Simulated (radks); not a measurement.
Task: The silicon ion Si6+, configuration [He] 2s2 2p4 (the NIST ground configuration). Method: scalar-relativistic Kohn-Sham, BLYP, spin-polarised, spherical densities, point nucleus; open shells are filled with parallel spins first; computed with a radial shooting solver on a logarithmic mesh with Libxc functionals. Some entries of the table are withheld. Estimate them.

| orbital | occ. | eigenvalue (hartree) | <1/r> (bohr^-1) |
|---|---|---|---|
| 1s up | 1 | -71.65590 | (1) |
| 1s down | 1 | -71.51868 | (2) |
| 2s up | 1 | -10.07892 | 2.767 |
| 2s down | 1 | -9.80397 | 2.735 |
| 2p up | 3 | -8.60591 | 2.679 |
| 2p down | 1 | -8.29848 | 2.650 |

Result: 
(1) 1s up <1/r> (bohr^-1): 13.64
(2) 1s down <1/r> (bohr^-1): 13.66
